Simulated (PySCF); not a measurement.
Computed IR spectrum (relative IR intensity) of a molecule C₃H₈FNSi. Geometry optimised at ωB97X-D3(BJ)/def2-SVP. One conformer was computed; it need not be the lowest. Computed with ωB97X-D3(BJ)/def2-SVP (PySCF). Frequencies are harmonic and unscaled.

Lines under 2 % of the strongest are left out, and lines within 2 cm⁻¹ are merged.

```
ν (cm⁻¹)  relative intensity
--------  ------------------
364                       12
421                      4.8
537                       10
643                       23
782                      8.8
905                       15
917                      7.8
934                      100
955                       17
964                       28
1041                      36
1135                      10
1163                     9.1
1250                     2.8
1345                     5.7
1424                     3.5
1456                     7.3
1461                     4.5
1824                      42
2268                      43
2275                      40
2279                      50
3065                     4.9
3089                     8.5
3113                     6.0
3148                     3.6
3194                     2.7
```

### Question
Which structure fits?
(A) N[C@H]([SiH3])/C=C\F
(B) C/C=N/[C@H](F)[SiH3]
(C) C=C(F)N(C)[SiH3]
(D) C/N=C\C[SiH2]F

### Answer
B, C/C=N/[C@H](F)[SiH3]
